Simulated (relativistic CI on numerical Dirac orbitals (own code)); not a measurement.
## Ca10+: sensitivity of the levels to the model

Base calculation: Dirac-Coulomb-Breit CI, separate exchange-only KLI orbitals for each configuration, model QED (radiative potential, 1s self-energy scaled to tabulated hydrogen-like ionisation energies), unscaled Slater integrals.

Configurations in the expansion (outside the closed core 1s2): 2s2.2p6, 2s2.2p5.3s, 2s2.2p5.3p, 2s2.2p5.3d, 2s.2p6.3s, 2s.2p6.3p, 2s2.2p5.4s, 2s2.2p5.4p, 2s.2p6.3d, 2s2.2p5.4d, 2s2.2p5.4f, 2s2.2p5.5s, 2s2.2p5.5p, 2s2.2p4.3s2, 2s2.2p5.5d, 2s2.2p5.5f, 2s2.2p5.5g, 2s2.2p4.3s.3p, 2s.2p6.4s, 2s.2p6.4p, 2s2.2p4.3p2, 2s2.2p4.3s.3d, 2s.2p6.4d, 2s.2p6.4f, 2s2.2p4.3p.3d, 2s.2p5.3s2, 2s.2p6.5s, 2s2.2p4.3d2, 2s.2p5.3s.3p, 2s.2p6.5p, 2s.2p6.5d, 2s.2p6.5f, 2s.2p6.5g, 2s.2p5.3p2, 2s.2p5.3s.3d, 2s.2p5.3p.3d. Levels of other configurations are missing.

The lowest level and the first level of each name with at least 55 % of one term (blank where a level has no safe partner in the second run):

| Level | Base (eV) | Shift (eV) |
| --- | --- | --- |
| 2s2.2p6 1S_0 | 0.000 | 0.000 |
| 2s2.2p5.3s 3P°_2 | 346.453 | +0.102 |
| 2s2.2p5.3s 3P°_1 | 347.568 | +0.131 |
| 2s2.2p5.3s 3P°_0 | 350.142 | +0.111 |
| 2s2.2p5.3s 1P°_1 | 351.150 | +0.160 |
| 2s2.2p5.3p 3S_1 | 365.199 | +0.717 |
| 2s2.2p5.3p 3D_2 | 368.363 | -0.002 |
| 2s2.2p5.3p 3D_3 | 368.385 | -0.014 |
| 2s2.2p5.3p 3P_2 | 370.285 | -0.045 |
| 2s2.2p5.3p 3P_0 | 372.242 | -0.081 |
| 2s2.2p5.3p 3P_1 | 373.187 | -0.016 |
| 2s2.2p5.3p 1S_0 | 385.085 | +1.295 |
| 2s2.2p5.3d 3P°_0 | 395.579 | -0.120 |
| 2s2.2p5.3d 3P°_1 | 395.965 | -0.128 |

At this charge energies of transitions that change n are usually good to better than 1 %, and those within a shell (Δn = 0) to a few per cent.

Task: One thing was changed in a second run, which moved the levels as shown. Which?
A. non-relativistic limit
B. configuration mixing switched off
C. Breit term removed
D. P86 correlation estimate
E. QED terms removed

Result: B. Configuration mixing switched off. Without mixing, levels that were pushed by configurations of the same parity and J return to their single-configuration places.

LS names give the leading component of a level, which can be under half, so a name can repeat, a term be missing and a line seem to break the LS rules.
